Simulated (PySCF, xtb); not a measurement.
C3H9Ge, SMILES [CH3][Ge]([CH3])[CH3] (connectivity only; charge and spin as stated), charge +1, multiplicity 1.

xtb with GFN2-xTB at its own geometry gives an orbital gap of 4.51 eV.

Geometry: PBE-D3(BJ)/def2-SVP. The spin state was assumed, not searched. The isomer is the one that the SMILES or the coordinates give; other isomers of the formula were not compared.

Q: What does M06-2X/def2-TZVP (PySCF) give? (Estimate from the structure and the level; the computed values follow.)

A: gap 8.60 eV (levels -15.35 and -6.75 eV).
